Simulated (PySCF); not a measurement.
Gas-phase reaction: 2 CH3GeH3 + 4 GeH2 = 2 Ge3H8 + C2H4

Method: PySCF energies plus ideal-gas RRHO corrections (1 bar). † marks an energy on the PBE0/def2-TZVP geometry and frequencies; other levels use their own. 6-31G* has spherical d functions here. All species are closed-shell singlets. B3LYP is the form with VWN-RPA correlation. Ge: all electrons, no relativistic terms. GeH2: computed as isolated molecules; such fragments, hydroxides, amides, oligomers or adducts are transient or little studied in the gas. The harmonic model lacks anharmonicity and excited electronic states, which grow with temperature; levels with a mode under 35 cm⁻¹ are left out. Internal rotation in CH3GeH3, Ge3H8 is treated as a harmonic vibration of one conformer, which makes the entropy rough.

ΔH° and ΔS° at 298 K: B3LYP/6-31G* -527 kJ, -424 J/K; HF/def2-TZVP† -522 kJ, -428 J/K; PBE0/def2-QZVP† -630 kJ, -428 J/K; PBE0/def2-SVP† -639 kJ, -428 J/K; r2SCAN/def2-TZVP† -672 kJ, -428 J/K.

Task: With the heat capacities included, give log10 K (1 bar) at 800, 1200, 1600, 1800, 2500 K from B3LYP/6-31G*, HF/def2-TZVP†, PBE0/def2-QZVP†, PBE0/def2-SVP†, r2SCAN/def2-TZVP†.

Result: 
| T (K) | B3LYP/6-31G* | HF/def2-TZVP† | PBE0/def2-QZVP† | PBE0/def2-SVP† | r2SCAN/def2-TZVP† |
|---|---|---|---|---|---|
| 800 | 12.8 | 12.3 | 19.4 | 19.9 | 22.1 |
| 1200 | 2.0 | 1.5 | 6.2 | 6.6 | 8.0 |
| 1600 | -3.3 | -3.7 | -0.2 | 0.1 | 1.2 |
| 1800 | -5.0 | -5.4 | -2.2 | -2.0 | -1.0 |
| 2500 | -8.6 | -9.0 | -6.7 | -6.5 | -5.8 |
